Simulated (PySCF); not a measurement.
**Static response to an electric field**

Species: C₄H₈GeSSi.
Structure used (PBE0-D3(BJ)/def2-SVP), in Å, numbered top down from 1:
```
atom  x, y, z in Å
Si1    2.432    0.341   -0.124
S2     1.903   -1.582    0.685
Ge3   -0.309   -1.447    0.397
C4    -1.158   -0.040    1.436
C5    -1.653    0.852    0.557
C6    -1.460    0.586   -0.890
C7    -0.802   -0.533   -1.248
H8     3.837    0.591    0.309
H9     2.371    0.351   -1.616
H10    1.542    1.413    0.411
H11   -0.837   -2.873    0.603
H12   -1.239    0.072    2.518
H13   -2.184    1.761    0.863
H14   -1.853    1.304   -1.618
H15   -0.604   -0.810   -2.285
```

Level: wB97X-D/def2-SVPD (PySCF), static field, nuclei fixed, core orbitals frozen in the response. The polarisability tensor in these axes (au):

```
x   128.54  -8.85   0.54
y    -8.85 119.69  -6.55
z     0.54  -6.55 108.47
```

Problem. Give the principal values, the mean and the anisotropy Δα = √{½[(α1 − α2)² + (α2 − α3)² + (α1 − α3)²]}.

Solution. Principal values 104.94, 117.14 and 134.63 au; mean 118.90 au = 17.62 Å³ = 19.60 × 10⁻⁴⁰ C²·m²/J; Δα = 25.85 au (22 % of the mean).

Problem. What is the dipole moment, and where does it point?

Solution. (-1.63, 1.26, -0.55) D, 2.13 D in size, pointing from the negative to the positive side. Measured along this direction, the outermost atoms are H8 and S2 at the negative end and H14 at the positive end.

Problem. How large is μ²/3kT at 500 K beside α?

Solution. In Gaussian units μ²/3kT = 21.97 Å³ against 17.62 Å³, a ratio of 1.25; the Debye molar polarisation (4π/3)N_A(α + μ²/3kT) is 99.9 cm³/mol, leaving out the vibrational part.

Problem. Traceless (Buckingham) quadrupole moment about the centre of nuclear charge: eigenvalues?

Solution. -3.65, 1.28, 2.37 D·Å. The values depend on the origin, since the dipole doesn't vanish. The electronic extent ⟨r²⟩ about the same centre is 1445 bohr², a root-mean-square distance of 2.07 Å for the 94 electrons.

Problem. What would n − 1 = 2πNα be for an ideal gas of these molecules at 273.15 K and 1 atm, electronic part alone?

Solution. N = p/kT = 2.6868 × 10¹⁹ cm⁻³, so n − 1 = 2π × N × 17.62 × 10⁻²⁴ cm³ = 2974 × 10⁻⁶ at long wavelengths.

Problem. Along which axes do the principal values lie, and how far do the nuclei extend along each?

Solution. Largest value along (0.82, -0.55, 0.16), where the nuclei span 5.49 Å; middle along (0.55, 0.68, -0.48), 5.08 Å; least along (0.16, 0.48, 0.86), 4.47 Å. The response follows the extents in order.

Problem. Sum over states: ᾱ = Σ f/ω², ω in Eh. What share falls to these 10 lowest TDDFT singlets (eV, f)? 4.28, 0.0220; 4.70, 0.0200; 5.75, 0.0206; 5.94, 0.0139; 6.20, 0.0047; 6.48, 0.0099; 6.54, 0.1159; 6.80, 0.0041; 6.95, 0.0256; 7.11, 0.0367.

Solution. They add up to 5.58 au, 4.7 % of the 118.90 au; the largest single term is 2.01 au, from the state at 6.54 eV. Terms in order: 0.89, 0.67, 0.46, 0.29, 0.09, 0.17, 2.01, 0.07, 0.39, 0.54 au. Higher excitations give the rest. The strengths listed sum to 0.274.

The structure is a single PBE0-D3(BJ)/def2-SVP conformer in the gas phase; no vibrational or solvent corrections. The calculation is non-relativistic, for germanium too.

wB97X-D is run here without its empirical dispersion term; that term would change no orbital, density or response property at a fixed geometry.
